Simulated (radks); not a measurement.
Valence configurations of neutral tungsten (all share [Xe]). All-electron calculation, scalar-relativistic Kohn-Sham, LDA (Slater exchange, Perdew-Wang correlation), spin-unpolarised, spherical densities, point nucleus. Program: a radial shooting solver on a logarithmic mesh with Libxc functionals. Energies are relative to 4f14 5d4 6s2; eigenvalues in eV.

| valence | E (eV) | e(4f) | e(5d) | e(6p) | e(6s) |
|---|---|---|---|---|---|
| 4f14 5d4 6s2 | 0.000 | -33.461 | -4.679 | - | -5.903 |
| 4f14 5d5 6s1 | 1.543 | -31.513 | -3.519 | - | -5.363 |
| 4f14 5d3.5 6s2 6p0.5 | 1.822 | -35.432 | -6.104 | -2.015 | -6.769 |
| 4f14 5d3 6s2 6p1 | 4.105 | -37.472 | -7.547 | -2.500 | -7.596 |
| 4f14 5d4 6s1 6p1 | 4.571 | -35.069 | -6.104 | -2.251 | -6.970 |
| 4f14 5d3 6s1 6p2 | 9.345 | -38.979 | -8.832 | -3.109 | -8.490 |
| 4f14 5d4 6p2 | 9.434 | -36.522 | -7.360 | -2.861 | - |
| 4f14 5d2 6s2 6p2 | 10.167 | -41.731 | -10.481 | -3.385 | -9.164 |
| 4f13 5d5 6s1 6p1 | 37.535 | -44.131 | -7.205 | -2.262 | -7.155 |
| 4f13 5d4 6s2 6p1 | 38.048 | -46.746 | -8.823 | -2.533 | -7.831 |

NIST lists [Xe] 4f14 5d4 6s2 as the ground configuration; this level of theory agrees among the configurations tried. The energies are those of spherical spin-averaged densities, not of single terms.
